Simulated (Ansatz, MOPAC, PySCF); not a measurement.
Molecule: bicarbonate, CHO$_{3}$, charge -1, multiplicity 1. SMILES: OC([O-])=O
Geometry from a B3LYP-D3(BJ)/def2-TZVP (Ansatz, an electronic-structure program) optimisation:
```
C
O 1 1.2323
O 1 1.2486 2 132.63
O 1 1.4499 2 114.04 3 180.00
H 4 0.9647 1 101.83 2 180.00
```
Charge -1, spin multiplicity 1.

Unscaled harmonic wavenumbers (cm⁻¹) in rising order, each level at the stationary point that it reaches from this structure (no distance between atoms moves by over 0.3 Å); the order of modes can differ between levels, and a negative number is imaginary. B3LYP-D3(BJ)/def2-TZVP (PySCF, at the structure above): 538, 548, 623, 823, 852, 1194, 1302, 1780, 3777.

PM3 (MOPAC): 355, 448, 476, 673, 1060, 1178, 1496, 1992, 3890. Zero-point energy 16.5 against 16.3 kcal/mol; where all levels lie over 400 cm⁻¹, the wavenumbers are on average 0.991 times those of B3LYP-D3(BJ)/def2-TZVP.

PM6 (MOPAC): 445, 483, 581, 704, 942, 1157, 1372, 1896, 2575. Zero-point energy 14.5 against 16.3 kcal/mol; where all levels lie over 400 cm⁻¹, the wavenumbers are on average 0.943 times those of B3LYP-D3(BJ)/def2-TZVP.

PM7 (MOPAC): 419, 495, 583, 718, 950, 1192, 1404, 1935, 2853. Zero-point energy 15.1 against 16.3 kcal/mol; where all levels lie over 400 cm⁻¹, the wavenumbers are on average 0.968 times those of B3LYP-D3(BJ)/def2-TZVP.

B3LYP/6-31G* (Ansatz): 538, 558, 623, 808, 876, 1207, 1333, 1847, 3720. Zero-point energy 16.5 against 16.3 kcal/mol; where all levels lie over 400 cm⁻¹, the wavenumbers are on average 1.011 times those of B3LYP-D3(BJ)/def2-TZVP.
